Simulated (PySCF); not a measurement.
## Gas-phase XPS of `BP[SiH2]F`, computed

Species: BFH5PSi.
Z-matrix (Å and degrees, PBE0-D3(BJ)/def2-SVP geometry), rows numbered from 1:
```
B 
P   1  1.8475
Si  2  2.2252  1  106.68
F   3  1.6262  2  109.99  1  -151.16
H   1  1.2050  2  120.00  3  -143.00
H   1  1.2065  2  118.33  3    44.43
H   2  1.4176  1  108.48  3   113.94
H   3  1.4882  2  111.89  1    90.38
H   3  1.4861  2  107.10  1   -33.69
```

Method: PySCF, delta-SCF UKS SCAN, pcX-2 on the ionised atom, pcseg-1 elsewhere, spin-free X2C. These are vertical core ionisation energies against the vacuum level, from separate self-consistent calculations with and without the core hole.

Problem. Give the core binding energies atom by atom.

Solution. 
| atom(s) | environment | level | binding energy (eV) | 2p1/2 (eV) | count |
| --- | --- | --- | --- | --- | --- |
| Si3 | fluorine-bound silicon | Si 2p3/2 | 108.23 | 108.86 | 1 |
| P2 | three-coordinate phosphorus | P 2p3/2 | 136.43 | 137.32 | 1 |
| F4 | silicon-bound fluorine | F 1s | 692.33 | – | 1 |
| Si3 | fluorine-bound silicon | Si 1s | 1848.15 | – | 1 |
| P2 | three-coordinate phosphorus | P 1s | 2149.87 | – | 1 |

Problem. What is the longest wavelength that can ionise Si 1s of Si3 vertically?

Solution. λ = hc/E = 12398.42 eV Å / 1848.15 eV = 6.709 Å.

Problem. Which effective nuclear charge Zeff reproduces each element's mean 1s value in the hydrogen-like formula E = 13.606 eV × Zeff²?

Solution. F (Z = 9): mean 692.3 eV, Zeff = 7.13, Z − Zeff = 1.87; Si (Z = 14): mean 1848.2 eV, Zeff = 11.65, Z − Zeff = 2.35; P (Z = 15): mean 2149.9 eV, Zeff = 12.57, Z − Zeff = 2.43. Means run over the listed sites, weighted by atom count.

Not every level is listed. Spin–orbit coupling isn't in the SCF: each 2p doublet comes from a relaxed spin-free hole plus a matrix of the shell (mean-field spin–orbit coupling and the ground-state 2p splitting), with 2p3/2 averaged over its two sublevels. 2p1/2 minus 2p3/2 (ligand field included): P 0.89 eV, Si 0.63 eV. No level of boron is listed. Isolated species at its PBE0-D3(BJ)/def2-SVP geometry (one conformer only).
